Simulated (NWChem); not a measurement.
System: BHF2; SMILES FBF

Excerpt of the output:

```
             Northwest Computational Chemistry Package (NWChem) 7.3.0
             --------------------------------------------------------

                             Geometry "geometry" -> ""
                             -------------------------

 Output coordinates in angstroms (scale by  1.889725989 to convert to a.u.)

  No.       Tag          Charge          X              Y              Z
 ---- ---------------- ---------- -------------- -------------- --------------
    1 B                    5.0000     0.00000000     0.00000000    -0.45766000
    2 H                    1.0000     0.00000000     0.00000000    -1.64705700
    3 F                    9.0000    -1.13345300     0.00000000     0.21885400
    4 F                    9.0000     1.13345300     0.00000000     0.21885400

 Effective nuclear repulsion energy (a.u.)      61.5762313332

                              NWChem Property Module
                              ----------------------

  itol2e modified to match energy
  convergence criterion.

                                 NWChem DFT Module
                                 -----------------

 Summary of "ao basis" -> "ao basis" (spherical)
 ------------------------------------------------------------------------------
       Tag                 Description            Shells   Functions and Types
 ---------------- ------------------------------  ------  ---------------------
 B                          6-311g**                 8       18   4s3p1d
 H                          6-311g**                 4        6   3s1p
 F                          6-311g**                 8       18   4s3p1d

  itol2e modified to match energy
  convergence criterion.

            General Information
            -------------------
          SCF calculation type: DFT
          Wavefunction type:  closed shell.
          No. of atoms     :     4
          No. of electrons :    24
           Alpha electrons :    12
            Beta electrons :    12
          Charge           :     0
          Spin multiplicity:     1
          Use of symmetry is: off; symmetry adaption is: off
          Maximum number of iterations: 150
          AO basis - number of functions:    60
                     number of shells:    28
          Convergence on energy requested:  1.00D-07
          Convergence on density requested:  1.00D-05
          Convergence on gradient requested:  5.00D-04

[...]

          -----------------------------------------
          Chemical Shielding Tensors (GIAO, in ppm)
          -----------------------------------------

                                NWChem CPHF Module
                                ------------------

  scftype          =     RHF
  nclosed          =       12
  nopen            =        0
  variables        =      576
  # of vectors     =        3
  tolerance        = 0.10D-03
  level shift      = 0.00D+00
  max iterations   =       50
  max subspace     =       30

 SCF residual:    4.8092658425842311E-005

Iterative solution of linear equations
  No. of variables      576
  No. of equations        3
  Maximum subspace       30
        Iterations       50
       Convergence  1.0D-04

   iter   nsub   residual    time
   ----  ------  --------  ---------
     1      3    4.42D-01      12.8
     2      6    7.78D-03      14.1
     3      9    4.54D-04      15.5
     4     12    2.44D-05      16.6

      Atom:    1  B
        Diamagnetic
    207.6843     -0.0000      0.0000
     -0.0000    191.4656     -0.0000
      0.0000     -0.0000    203.0449

        Paramagnetic
   -135.7477      0.0000     -0.0000
      0.0000   -103.1668      0.0000
     -0.0000      0.0000   -121.9086

        Total Shielding Tensor
     71.9366     -0.0000     -0.0000
     -0.0000     88.2987     -0.0000
     -0.0000     -0.0000     81.1363

           isotropic =      80.4572
          anisotropy =      11.7623

          Principal Components and Axis System
                 1           2           3
               88.2987     81.1363     71.9366

      1        -0.0000     -0.0000      1.0000
      2         1.0000      0.0000      0.0000
      3        -0.0000      1.0000      0.0000

      Atom:    2  H
        Diamagnetic
     27.1335     -0.0000      0.0000
     -0.0000     26.3489     -0.0000
      0.0000     -0.0000     38.2036

        Paramagnetic
     -0.4109      0.0000      0.0000
      0.0000     -0.8225      0.0000
      0.0000      0.0000     -7.5383

        Total Shielding Tensor
     26.7226      0.0000      0.0000
      0.0000     25.5264      0.0000
      0.0000      0.0000     30.6652

           isotropic =      27.6381
          anisotropy =       4.5408

          Principal Components and Axis System
                 1           2           3
               30.6652     26.7226     25.5264

      1         0.0000      1.0000     -0.0000
      2         0.0000      0.0000      1.0000
      3         1.0000     -0.0000     -0.0000

      Atom:    3  F
        Diamagnetic
    481.1272      0.0000    -15.7260
      0.0000    454.0896     -0.0000
    -15.7260     -0.0000    459.6881

        Paramagnetic
   -329.7147     -0.0000   -119.7455
     -0.0000    -94.7197     -0.0000
   -119.7455     -0.0000   -299.5081

        Total Shielding Tensor
    151.4125     -0.0000   -135.4715
     -0.0000    359.3699     -0.0000
   -135.4715     -0.0000    160.1800

           isotropic =     223.6541
          anisotropy =     203.5737

          Principal Components and Axis System
                 1           2           3
              359.3699    291.3386     20.2538

      1        -0.0000     -0.6956      0.7185
      2         1.0000     -0.0000      0.0000
      3         0.0000      0.7185      0.6956
```

Level: B3LYP/6-311G** (spherical d), GIAO. Coordinates come from a B3LYP/6-31G* (spherical d) optimisation. NWChem prints the field gradient with the sign opposite to the second derivative of the potential. The printed shielding anisotropy is the first printed principal value minus the mean of the other two.

**Question.** Reconstruct the input file.

**Answer.** One answer among several that fit: the input that was run:
```
start job
memory heap 200 mb stack 900 mb global 1100 mb
geometry units angstroms noautosym nocenter noautoz
  B      0.000000     0.000000    -0.457660
  H      0.000000     0.000000    -1.647057
  F     -1.133453     0.000000     0.218854
  F      1.133453     0.000000     0.218854
end
basis spherical
  * library 6-311g**
end
dft
  xc b3lyp
  iterations 150
end
property
  shielding 3 1 2 3
  efieldgrad
end
task dft property
```
